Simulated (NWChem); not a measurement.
**Ionisation of CHI2**

```
C
H 1 1.0922
I 1 2.0520 2 117.41
I 1 2.0520 2 117.41 3 168.33
```
Charge 0, spin multiplicity 2.

Program: NWChem. Structure: optimised with UPBE0/def2-SVP with def2 effective core potentials on I, a minimum by its harmonic frequencies.

Basis set: def2-SVPD. The species with one electron less has spin multiplicity 1 and keeps the geometry of the parent. Δ marks differences of total energies (open shells unrestricted). −ε marks an orbital energy of the parent. That orbital need not have the symmetry of the hole or added electron in the Δ rows. That singlet is a closed-shell solution.

Effective core potentials replace the inner electrons of I; spin-orbit coupling is left out. B3LYP has NWChem's definition, with VWN1-RPA local correlation. The structure started from a generated list of species. The unpaired electrons of the parent sit in orbitals of symmetry a' (Cs labels of the run); other states weren't searched. No SCF solution was tested for a lower state. Open-shell Hartree-Fock references start from PBE0 orbitals.

Task: For the first vertical ionisation energy, −ε(alpha HOMO) of LDA (SVWN5) gives 4.85 eV and −ε(alpha HOMO) of PBE gives 4.83 eV. What do −ε(alpha HOMO) of B3LYP, ΔLDA (SVWN5), −ε(alpha HOMO) of HF give?

Result: −ε(alpha HOMO) of B3LYP: 5.83 eV; ΔLDA (SVWN5): 7.71 eV; −ε(alpha HOMO) of HF: 9.08 eV.
